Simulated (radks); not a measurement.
Values are calculated unless marked as measured or tabulated.
The lutetium ion Lu5+, configuration [Xe] 4f12.

Code: a radial shooting solver on a logarithmic mesh with Libxc functionals. Model: scalar-relativistic Kohn-Sham, PBE, spin-polarised, spherical densities, finite nucleus; open shells are filled with parallel spins first (spin-orbit coupling, left out, can overturn this in heavy ions); Fermi nuclear charge, rms radius 5.37 fm.

Energy parts (hartree):
| part | energy |
|---|---|
| total | -14555.7504 |
| kinetic | 15901.1681 |
| electron-nucleus | -35689.5965 |
| Hartree | 5530.2125 |
| exchange-correlation | -297.5345 |

Orbitals (lengths in bohr, moments of r in powers of bohr; <r^-3> diverges for s and p1/2; r(max) is where P^2 peaks):
| orbital | occ. | eigenvalue (hartree) | <r^-3> | <1/r> | r(max) |
|---|---|---|---|---|---|
| 1s down | 1 | -2326.179 | - | 82.19 | 0.01214 |
| 1s up | 1 | -2326.179 | - | 82.19 | 0.01214 |
| 2s up | 1 | -398.2692 | - | 19.18 | 0.06931 |
| 2s down | 1 | -398.2681 | - | 19.18 | 0.06931 |
| 2p up | 3 | -350.7587 | 16850 | 17.55 | 0.05660 |
| 2p down | 3 | -350.7579 | 16850 | 17.55 | 0.05660 |
| 3s up | 1 | -92.44941 | - | 7.089 | 0.1958 |
| 3s down | 1 | -92.41017 | - | 7.091 | 0.1957 |
| 3p up | 3 | -78.18682 | 3696 | 6.587 | 0.1932 |
| 3p down | 3 | -78.14749 | 3698 | 6.589 | 0.1931 |
| 3d up | 5 | -61.03924 | 483.0 | 6.234 | 0.1575 |
| 3d down | 5 | -61.00930 | 483.4 | 6.236 | 0.1574 |
| 4s up | 1 | -20.62787 | - | 3.008 | 0.4458 |
| 4s down | 1 | -20.55139 | - | 3.007 | 0.4458 |
| 4p up | 3 | -15.93089 | 850.3 | 2.745 | 0.4665 |
| 4p down | 3 | -15.85628 | 849.3 | 2.744 | 0.4665 |
| 4d up | 5 | -9.79772 | 94.62 | 2.439 | 0.4795 |
| 4d down | 5 | -9.72488 | 94.42 | 2.437 | 0.4795 |
| 5s up | 1 | -4.60844 | - | 1.192 | 1.018 |
| 5s down | 1 | -4.57721 | - | 1.187 | 1.021 |
| 5p up | 3 | -3.41446 | 131.3 | 1.025 | 1.144 |
| 5p down | 3 | -3.39177 | 129.5 | 1.020 | 1.148 |
| 4f up | 7 | -3.01800 | 15.43 | 1.938 | 0.4611 |
| 4f down | 5 | -2.94991 | 15.31 | 1.929 | 0.4618 |

The highest occupied level is 4f down at -80.271 eV. Summed over all electrons, <r^2> = 26.88 bohr^2, which gives a Langevin (diamagnetic) susceptibility term of -21.3 x 10^-6 cm^3/mol. The spin density at the nucleus is 0.469 e/bohr^3 (1s 0.007, 2s -0.683, 3s -9.135, 4s 3.094, 5s 7.185).
